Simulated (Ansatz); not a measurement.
A made-up structure of B$_{2}$H$_{2}$IF, singlet:

```xyz
6
angstrom
F 1.7486 -1.7565 3.5476
B -0.2566 0.8343 -0.2460
B 0.1224 -0.7952 -0.0947
I 1.0279 -1.3009 1.7495
H 0.5401 1.6435 -0.6490
H 0.0081 -1.6857 -0.8764
```

It is relaxed with PBE-D4/def2-SVP and then PBE0-D4/def2-TZVP (Ansatz 0.2.0). Atoms count as bonded within 1.22 times the sum of their covalent radii (H–H: 0.88 Å). The end point is not checked to be a true minimum.

(1) Does its bonding change? (Judge from chemistry; the calculation decides.)

## Answers

(1) By the calculation: Yes. Formed: B2–I4; broken: none.

Where it ends: The first stage lowers the energy by 2.52 eV in 12 steps. It ends as B₂H₂IF ([F][I]1[BH][BH]1):
```
atom    x (Å)    y (Å)    z (Å)
  F1   1.0656  -1.2301   3.0486
  B2   0.3295   0.4601   0.0741
  B3   0.0511  -1.0106  -0.2926
  I4   1.6762  -0.8686   1.1386
  H5   0.3821   1.6319   0.1908
  H6  -0.3139  -2.0432  -0.7284
```

Labels in which every atom is bracketed show which atoms are joined, not bond orders.

For scale, one of the runs: PBE0-D4/def2-TZVP relaxation, 155 basis functions, launched by `ansatz run in.yaml --threads 2 --pin off --events-out ev --progress --plain --max-ram 4352MiB`. Hardware: 2 CPU threads of an Intel Xeon Platinum 8259CL, shared host. Wall time about 27 s.
